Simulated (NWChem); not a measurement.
System meant: SnCl$_{2}$F$_{2}$; SMILES [F][Sn]([F])([Cl])[Cl]

Here is an NWChem input.

```
start job
memory heap 200 mb stack 900 mb global 1100 mb
geometry units angstroms noautoz
  F      0.000000    -1.544620    -1.410620
  Sn     0.000000     0.000000    -0.242886
  F      0.000000     1.544620    -1.410620
  Cl     1.943472     0.000000     1.038992
  Cl    -1.943472     0.000000     1.038992
end
basis spherical
  F library def2-svp
  Sn library def2-svp
  Cl library def2-svp
end
dft
  xc xpbe96 cpbe96
  iterations 150
  mulliken
end
task dft energy
```

End of the output:

```
             Grid Information
             ----------------
          Grid used for XC integration:  medium
          Radial quadrature: Mura-Knowles
          Angular quadrature: Lebedev.
          Tag              B.-S. Rad. Rad. Pts. Rad. Cut. Ang. Pts.
          ---              ---------- --------- --------- ---------
          F                   0.50       49           9.0       434
          Sn                  1.45      123           8.0       590
          Cl                  1.00       88          10.0       590
          Grid pruning is: on
          Number of quadrature shells:   260
          Spatial weights used:  Erf1

          Convergence Information
          -----------------------
          Convergence aids based upon iterative change in
          total energy or number of iterations.
          Levelshifting, if invoked, occurs when the
          HOMO/LUMO gap drops below (HL_TOL):  1.00D-02
          DIIS, if invoked, will attempt to extrapolate
          using up to (NFOCK): 10 stored Fock matrices.

                    Damping( 0%)  Levelshifting(0.5)       DIIS
                  --------------- ------------------- ---------------
          dE  on:    start            ASAP                start
          dE off:    2 iters        150 iters           150 iters

      Screening Tolerance Information
      -------------------------------
          Density screening/tol_rho:  1.00D-10
          AO Gaussian exp screening on grid/accAOfunc:  14
          CD Gaussian exp screening on grid/accCDfunc:  20
          XC Gaussian exp screening on grid/accXCfunc:  20
          Schwarz screening/accCoul:  1.00D-08

      Superposition of Atomic Density Guess
      -------------------------------------

      charge =      50.0 Sn (Tin)

      symmetry species            s     p     d     f
      number of basis functions =10     7     6
      number of cont. functions = 4     4     2
      number of closed shells   = 5     3     2
      number of open shells     = 0     1     0
      open shell occupation     = 0     2     0
 ------------------------------------------------------------------------
 atomscf:atomd: error in atom scf                   0
 ------------------------------------------------------------------------
 ------------------------------------------------------------------------
  current input line :
    20: task dft energy
 ------------------------------------------------------------------------
 ------------------------------------------------------------------------
 This error has not yet been assigned to a category
 ------------------------------------------------------------------------
 For more information see the NWChem manual at https://nwchemgit.github.io

0:atomscf:atomd: error in atom scf:Received an Error in Communication
```

Problem. Can this run be used? If not, why, and what is the fix?

Solution. The run crashed. Cause: the def2 basis of a heavy element holds valence functions alone and wants its effective core potential (without it all electrons must fit into that basis). This input runs:
```
start job
memory heap 200 mb stack 900 mb global 1100 mb
geometry units angstroms noautoz
  F      0.000000    -1.544620    -1.410620
  Sn     0.000000     0.000000    -0.242886
  F      0.000000     1.544620    -1.410620
  Cl     1.943472     0.000000     1.038992
  Cl    -1.943472     0.000000     1.038992
end
basis spherical
  * library def2-svp
end
ecp
  Sn library def2-ecp
end
dft
  xc xpbe96 cpbe96
  iterations 150
  mulliken
end
task dft energy
```
It converges to -1333.50055 Ha (PBE/def2-SVP with def2 effective core potentials on Sn).
